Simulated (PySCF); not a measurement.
**[SbO2]+, singlet: data card**

Method: PySCF, PBE0, basis Sb def2-TZVP with ECP28, O def2-TZVP (scalar-relativistic core potentials, no spin–orbit coupling, density fitting).

The structure is a minimum.

Coordinates in bohr (charge 1 multiplicity 1):
```
Sb    0.0000    0.0000    0.0000
O     0.0000    0.0000    3.3198
O     0.0000    0.0000   -3.3198
```

| Property | Result |
| --- | --- |
| Point group | D∞h |
| Bond lengths | Sb–O 1.757 Å (×2) |
| Bond angles | O–Sb–O 180.0° |
| Enthalpy at 298.15 K above 0 K | 12.48 kJ/mol |
| Principal quadrupole moments (Buckingham, traceless) about the centre of mass | -7.67, 3.83, 3.83 D Å |
| Heat capacity Cp at 298.15 K | 49.1 J/(mol K) |
| Entropy at 298.15 K and 1 bar | 258.6 J/(mol K) |
| Lowest empty level | -11.38 eV |
| Highest occupied level | -16.63 eV |
| Rotational symmetry number | 2 |
| Rotational constants | 0.1707 cm⁻¹ |
| Dipole moment about the centre of mass | 0.00 D |
| Principal polarisabilities | 22.2, 22.2, 51.4 bohr³ |
| Zero-point energy | 12.6 kJ/mol |

Harmonic modes (masses in u: Sb 120.904, O 15.995):
```tsv
symmetry	ω (cm⁻¹)	IR (km/mol, summed over degenerate members)
πu	133	42.9
σg+	868	0.0
σu+	980	15.2
```

In D∞h the vibrations span πu + σg+ + σu+. The σg+ mode carries no infrared intensity, as symmetry demands. With a centre of inversion only u modes can be infrared active and only g modes Raman active.

Charges (e):
```
atom  Mulliken  Löwdin  polar tensor  Mayer order to Sb1
 Sb1      1.55    1.40          1.50                   –
O2,3     -0.28   -0.20         -0.25                1.99
```

Mulliken populations on Sb1 (electrons outside its core potential): s 3.37, p 7.63, d 10.33, f 0.12.

Outer orbital energies (eV). occupied: -22.35, -18.51, -18.01, -18.01, -16.63, -16.63; empty: -11.38, -9.99, -9.99, -3.87.

Counting electrons, antimony keeps none of its valence electrons outside its bonds, so the VSEPR class is AX2 and the expected shape is linear (D∞h), as computed.

This need not be the most stable arrangement of these atoms.

The final relaxation and frequency run took about 30 core-seconds on a shared host.
